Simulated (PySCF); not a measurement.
# Correlation energy of Te²⁺ (tellurium, charge +2)

[Kr] 4d10 5s2 5p2, high-spin 3P determinant. All numbers are calculated (PySCF 2.14, the spin-free X2C one-electron Hamiltonian (Gaussian nucleus), in x2c-TZVPPall with one added diffuse shell each of s, p, d, f type (9s7p5d3f, 76 functions)). Frozen: [Kr] 4d10; 4 electrons correlated.

| level | correlation energy (mhartree) |
| --- | --- |
| CCSD | -57.90 |
| (T) | -1.13 |
| CCSD(T) | -59.03 |

Diagnostics: T1 = 0.0060, D1 = 0.0161, largest double amplitude 0.092.

Is a single reference adequate?

Mostly. T1 lies below 0.03, but a double amplitude of this size points to a near-degeneracy that CCSD handles and MP2 describes poorly.
